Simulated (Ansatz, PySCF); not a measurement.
System: C₅H₅, charge 0, multiplicity 2. It need not be the lowest isomer of its formula. 
Geometry from a B3LYP-D3(BJ)/def2-TZVP (Ansatz, a first-principles code) optimisation:
```
C
C 1 1.3440
H 1 1.0798 2 126.95
H 2 1.0815 1 126.11 3 0.00
C 2 1.4794 4 123.76 1 -180.00
C 5 1.3297 2 106.18 4 180.00
H 5 1.0793 6 128.54 2 -180.00
C 6 1.4897 5 113.45 7 180.00
H 8 1.0945 6 112.39 5 119.64
H 8 1.0945 9 106.96 6 -123.81
```
Charge 0, spin multiplicity 2.

Property: atomisation energy (electronic, to ground-state atoms), in kcal/mol. Cores are frozen in the correlated levels unless marked. UHF or UKS for open shells. No spin-orbit coupling. No relativistic terms. The coupled-cluster limit lacks core correlation, which all-electron functionals hold. Basis-set limits of correlation are two-point, X^-3; Hartree-Fock from the larger set. [CCSD(T)-MP2]/basis is that difference in the basis named.

The UHF reference is spin-contaminated (<S^2> 0.52 over the pure value in the largest basis). The T1 diagnostic of CCSD in the largest basis is 0.048, which is high, so the coupled-cluster rows are less sure than usual.

| level | program | atomisation energy (kcal/mol) |
|---|---|---|
| HF-D3(BJ)/def2-TZVPD | PySCF + dftd3 | 831.1 |
| PBE-D4/def2-TZVPD | Ansatz + dftd4 | 1098.0 |
| r2SCAN/def2-TZVPD | Ansatz | 1066.3 |
| r2SCAN-D4/def2-TZVPD | Ansatz + dftd4 | 1067.4 |
| PBE0-D3(BJ)/def2-TZVPD | Ansatz + dftd3 | 1077.3 |
| PBE0/def2-QZVPP | Ansatz | ? |
| HSE06-D3(BJ)/def2-TZVPD | Ansatz + dftd3 | 1077.4 |
| CAM-B3LYP-D3(BJ)/def2-TZVPD | Ansatz + dftd3 | 1060.8 |
| CAM-B3LYP-D4/def2-TZVPD | Ansatz + dftd4 | 1061.0 |
| LC-wPBE-D4/def2-TZVPD | Ansatz + dftd4 | 1069.0 |
| B2PLYP/def2-TZVPD | Ansatz | ? |
| PBE-QIDH/def2-TZVPD | Ansatz | ? |
| RI-MP2/CBS(cc-pVTZ,cc-pVQZ)+[CCSD(T)-MP2]/cc-pVTZ | Ansatz | ? |

What belongs in the gaps?


- PBE0/def2-QZVPP, atomisation energy (kcal/mol): 1073.9
- B2PLYP/def2-TZVPD, atomisation energy (kcal/mol): 1046.5
- PBE-QIDH/def2-TZVPD, atomisation energy (kcal/mol): 1059.3
- RI-MP2/CBS(cc-pVTZ,cc-pVQZ)+[CCSD(T)-MP2]/cc-pVTZ, atomisation energy (kcal/mol): 1053.1
